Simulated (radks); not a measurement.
Question: Coulomb parameter of the 4d shell of the ruthenium ion Ru+ in the model configuration [Kr] 4d5.5 5p1.5, as a second difference U = [E(n + 0.25) + E(n - 0.25) - 2 E(n)] / (0.25)^2 with all orbitals relaxed. "Bare": the charge of the atom changes with n. "Screened": the 5p shell takes up the change at fixed total charge, which measures U(4d,4d) + U(5p,5p) - 2 U(4d,5p). Calculated with a radial shooting solver on a logarithmic mesh with Libxc functionals: scalar-relativistic Kohn-Sham, PBE, spin-unpolarised, spherical densities, finite nucleus; Fermi nuclear charge, rms radius 4.4809 fm. Estimate both.

Answer: U(bare) = 11.305 eV, U(screened by 5p) = 2.793 eV, against the Slater integral F0(4d,4d) = 16.336 eV with frozen orbitals.
